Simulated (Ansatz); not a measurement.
Born–Oppenheimer molecular dynamics of C2H8OSSi (13 atoms, charge 0, multiplicity 1). It starts from a relaxed structure.

Level of theory: UKS CAM-B3LYP-D4/STO-3G (Ansatz).

```yaml
ensemble: NVT, Nosé–Hoover chain
time_step: 0.5 fs
steps_asked: 100
set_temperature: 1500 K
thermostat: time constant 20 fs, chain length 5
seed: 369296
```

First frame:

```xyz
13
Properties=species:S:1:pos:R:3
O -1.885 -0.289 1.289
C -0.674 -1.098 1.240
S 0.868 -0.119 1.334
C 0.474 0.980 -0.071
Si 0.919 0.310 -1.768
H -1.813 0.149 2.210
H -0.737 -1.650 0.282
H -0.632 -1.846 2.059
H -0.602 1.197 -0.020
H 0.997 1.929 0.101
H 0.281 -0.961 -1.981
H 0.483 1.226 -2.789
H 2.343 0.139 -1.872
```

(1) What does the run give?

(2) What happens to the structure?

(3) How do temperature and energy run in time?

## Answers

(1) The run went to its last step.

* steps done: 100
* time covered: 50 fs
* mean temperature over the second half: 1152 K
* spread of the potential energy over the second half: 28.6 meV per atom
* mean potential energy of the second half above the start: 127.8 meV per atom

The conserved energy stayed within 1.2 meV per atom of its start (net change 0.29 meV per atom), so the integration is sound. The mean temperature of the second half is 23 % below the set value. A run of 0.05 ps of so small a system gives no equilibrium averages. Limits of this set-up: minimal basis.

(2) The same pairs are bonded in the first frame and the last. Pairs count as bonded within 1.25 times the sum of covalent radii (0.12 Å more for H–H). Another seed would give other details.

(3) 
| time (fs) | T (K) | potential energy less start (eV) | conserved less start (meV/atom) |
| --- | --- | --- | --- |
| 0.0 | 1500 | 0.000 | 0.00 |
| 2.5 | 1016 | 0.698 | 0.53 |
| 5.0 | 541 | 1.383 | 0.51 |
| 7.5 | 434 | 1.556 | 0.68 |
| 10.0 | 888 | 0.955 | 0.19 |
| 12.5 | 885 | 1.055 | 0.53 |
| 15.0 | 903 | 1.133 | 0.47 |
| 17.5 | 958 | 1.177 | 0.66 |
| 20.0 | 1232 | 0.930 | 0.20 |
| 22.5 | 925 | 1.506 | 0.63 |
| 25.0 | 712 | 1.900 | 0.71 |
| 27.5 | 899 | 1.711 | 0.82 |
| 30.0 | 1459 | 1.010 | 0.19 |
| 32.5 | 1241 | 1.413 | 0.66 |
| 35.0 | 1062 | 1.731 | 0.71 |
| 37.5 | 1071 | 1.780 | 0.95 |
| 40.0 | 1645 | 1.031 | 0.14 |
| 42.5 | 1177 | 1.784 | 0.95 |
| 45.0 | 981 | 2.117 | 0.68 |
| 47.5 | 917 | 2.278 | 1.06 |
| 50.0 | 1546 | 1.468 | 0.29 |

Run time: 8.9 min on 1 thread of Arm Neoverse V1 (shared host), peak memory 0.18 GiB.
